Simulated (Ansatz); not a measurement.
One change: `CC(=O)OC(C)(C)C` becomes `CC(C)(C)[O][Sn]([F])([F])[F]`.

Ansatz, PBE0-D4/def2-TZVP geometries, multiplicity 1. Each molecule was computed in one conformer, which needn't be the lowest.

Elements past krypton have def2 core potentials.

| property | `CC(=O)OC(C)(C)C` |
| --- | --- |
| size of the dipole moment (ωB97M-V/def2-TZVPP) / D | 1.94 |
| HOMO energy (ωB97M-V/def2-TZVPP) / eV | -10.08 |
| LUMO energy (B3LYP/def2-TZVPP) / eV | 0.18 |
| HOMO energy (PBE/def2-TZVPP) / eV | -6.00 |
| LUMO energy (PBE0/def2-TZVPP) / eV | 0.48 |
| LUMO energy (PBE/def2-TZVPP) / eV | -0.67 |

Q: What does the change do to each property? (Estimate.)

A: Computed: 
```
                                          property  `CC(C)(C)[O][Sn]([F])([F])[F]`  shift
size of the dipole moment (ωB97M-V/def2-TZVPP) / D                            3.85   1.91
             HOMO energy (ωB97M-V/def2-TZVPP) / eV                          -11.33  -1.25
               LUMO energy (B3LYP/def2-TZVPP) / eV                           -3.00  -3.18
                 HOMO energy (PBE/def2-TZVPP) / eV                           -7.34  -1.34
                LUMO energy (PBE0/def2-TZVPP) / eV                           -2.64  -3.12
                 LUMO energy (PBE/def2-TZVPP) / eV                           -3.62  -2.95
```

With PBE0 the HOMO falls by 1.28 eV and the LUMO falls by 3.12 eV, so the gap narrows by about 1.84 eV. PBE moves the HOMO by -1.34 eV and ωB97M-V by -1.25 eV. Dipoles are sizes alone; their direction can turn.

Positive LUMOs are unbound, so they and the gaps depend on the basis.

B3LYP here is the variant with VWN-RPA as its local correlation; programs differ in this.
